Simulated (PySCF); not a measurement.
## B⁻ (boron, charge -1) across methods

[He] 2s2 2p2, high-spin 3P determinant. Calculation: PySCF 2.14, in x2c-TZVPPall with one added diffuse shell each of s, p, d type (6s4p3d1f, 40 functions); the spin-free X2C one-electron Hamiltonian (Gaussian nucleus).

| method | E (hartree) | mean ε 2s α (eV) | mean ε 2s β (eV) | mean ε 2p α (eV) | Σ⟨r²⟩ (bohr²) | ⟨S²⟩ |
| --- | --- | --- | --- | --- | --- | --- |
| PBE0 | -24.6421 | -4.689 | -2.761 | 1.247 | 41.37 | 2.004 |
| PBE | -24.6388 | -3.358 | -1.908 | 1.902 | 44.47 | 2.003 |
| PBEsol | -24.5037 | -3.344 | -1.885 | 1.906 | 44.68 | 2.003 |
| CAM-B3LYP | -24.6609 | -5.969 | -3.937 | 0.314 | 39.64 | 2.004 |
| wB97X | -24.6675 | -7.111 | -4.673 | -0.488 | 37.90 | 2.008 |
| LDA | -24.3868 | -3.373 | -1.931 | 1.837 | 44.70 | 2.003 |
| revPBE | -24.6801 | -3.357 | -1.905 | 1.928 | 44.44 | 2.003 |
| UHF | -24.52782 | -8.459 | -4.500 | -0.758 | 37.62 | 2.009 |
| r2SCAN | -24.6646 | -3.711 | -1.813 | 1.779 | 42.09 | 2.007 |

The highest occupied level is positive at PBE0, PBE, PBEsol, CAM-B3LYP, LDA, revPBE, r2SCAN: only the finite basis holds that electron, which in a density functional comes from self-interaction.
